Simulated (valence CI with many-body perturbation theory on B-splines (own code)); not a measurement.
Ru⁴⁺: key properties

Method: valence CI with perturbative core correlation (CI+MBPT): four valence electrons over a frozen Dirac-Fock core [Kr], radial functions for each j: 9 s, 9 p, 10 d, 8 f, 5 g, 3 h, 1 i, with the one-electron correlation potential Σ1, the two-electron term Σ2, the three-electron term Σ3, Breit, model QED; selected CI, second order for the rest, scaled by the run's own slope (own B-spline code, finite nucleus).

No measured spectrum was set against this ion. As an estimate, terms of the open shell hold to 2 to 4 % of their energy, and close levels can change places; different configurations can be misplaced against each other by 1,000 to 8,000 cm⁻¹. Core correlation moves these levels by up to 16000 cm⁻¹, and in measured spectra 5 to 20 % of such shifts remained as error; rates that hang on mixing are uncertain with them. Among the levels kept, up to 310 cm⁻¹ of a level comes from second order outside the variational space, and about a tenth of that is noise between levels of different J, which matters for small intervals. Only levels of the ground parity were solved; by the run's estimate the other parity begins above the list, which can be wrong where configurations are misplaced.

Rates and lifetimes use the calculated energies. Strong lines usually hold to 10 to 20 %, long lifetimes can be off by a factor of two.

(1) What is the ground level?

(2) How well does LS coupling describe the low levels?

(3) What is the ionisation energy?

(4) How is the term 5D of the ground level split?

(5) Name the longest-lived excited levels whose lifetime is computed, and their main decay.

Answers

(1) 4d4 5D_0, composition 96 % 4d4 5D + 3 % 4d4 3P.

(2) Among the lowest 20 levels the leading LS term, summed over configurations, holds 87 % on average. For single configurations the figures are 86 % in LS and 56 % in jj coupling. Terms mix most in the J = 3 level at 22766 cm⁻¹, where the leading one holds 54 %.

(3) 60.081 eV; NIST lists 59 ± 1.9 eV (theoretical).

(4) J = 0 at 0.0, J = 1 at 508, J = 2 at 1350, J = 3 at 2395, J = 4 at 3571 cm⁻¹.

(5) 4d4 5D_1 at 508 cm⁻¹ lives 144 s, mostly by M1 to 4d4 5D_0; 4d4 3H_6 at 18982 cm⁻¹ lives 59.0 s, mostly by M1 to 4d4 3H_5; 4d4 5D_2 at 1350 cm⁻¹ lives 30.0 s, mostly by M1 to 4d4 5D_1.
